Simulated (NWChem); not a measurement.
Molecule: CH₂O₃Si; SMILES O=C1O[SiH2]O1

```xyz
7

O      0.0000     0.0000     2.0783
C      0.0000     0.0000     0.8868
O      0.0000     1.1006     0.0308
Si     0.0000     0.0000    -1.3013
O      0.0000    -1.1006     0.0308
H     -1.2519     0.0000    -2.1109
H      1.2519     0.0000    -2.1109
```
Atoms are numbered in this order, from 1.

All runs: NWChem. Pople sets run with spherical d functions. Structure relaxed at the PBE-D3(BJ)/def2-SVP level.

For level KT2/6-31G*:

| Quantity | Result |
|---|---|
| highest occupied level (eV) | -7.28 |
| orbital gap (eV) | 5.25 |
| dipole (D) | 4.41 |

Question: What are these values for level PW6B95/6-31G*?

Answer: highest occupied level (eV): -8.94
orbital gap (eV): 7.82
dipole (D): 4.73
